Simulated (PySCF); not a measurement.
# MS₂ across group 14

Level: PBE0, basis family def2-TZVP, scalar-relativistic core potentials from Rb on and no relativity for lighter atoms.

Each entry is the lowest minimum that a search over a few typed start shapes (and spin states, where more than one is plausible) found, or that minimum re-optimised at the stated level; isomers with ligand–ligand bonds, or fragments after loss of a ligand pair, can lie lower. Open shells are unrestricted; no spin–orbit coupling; PySCF with density fitting.

```
molecule  2S+1  point group  mean bond to the central atom (Å)  highest ω (cm⁻¹)  gap (eV)  distinct angles (°)  polar-tensor charge of the central atom
     CS₂     1          D∞h                              1.548              1595      5.86                  180                                     0.80
    SiS₂     1          D∞h                              1.918               942      5.87                  180                                     0.89
    GeS₂     1          D∞h                              1.996               673      5.63                  180                                     0.89
    SnS₂     1          D∞h                              2.176               556      4.83                  180                                     0.97
```

The bond lengthens at every step; the largest change, 0.370 Å, falls between CS₂ and SiS₂ among the members listed.

Left out of the table are members whose search was unfinished or whose lowest solution was spin-contaminated, unstable, very soft or bonded differently.
